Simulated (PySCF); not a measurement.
# Radial density of Cl⁺ (chlorine, charge +1)

PBE0, [Ne] 3s2 3p4, high-spin 3P determinant. Computed with PySCF 2.14 in cc-pV(T+d)Z, with the non-relativistic Hamiltonian (point nucleus).

| r (bohr) | 4πr²ρ (e/bohr) | 4πr²(ρα − ρβ) |
| --- | --- | --- |
| 0.00190 | 0.1365 | 0.0000 |
| 0.00319 | 0.3698 | 0.0000 |
| 0.00537 | 0.9713 | 0.0000 |
| 0.00903 | 2.428 | 0.0001 |
| 0.0152 | 5.574 | 0.0003 |
| 0.0255 | 11.11 | 0.0014 |
| 0.0430 | 17.56 | 0.0073 |
| 0.0723 | 19.24 | 0.0350 |
| 0.122 | 14.26 | 0.1286 |
| 0.204 | 15.18 | 0.2768 |
| 0.344 | 19.11 | 0.2019 |
| 0.579 | 8.634 | 0.0156 |
| 0.973 | 3.728 | 0.8918 |
| 1.64 | 3.723 | 1.2525 |
| 2.75 | 0.7276 | 0.2668 |
| 4.63 | 0.02216 | 0.0077 |
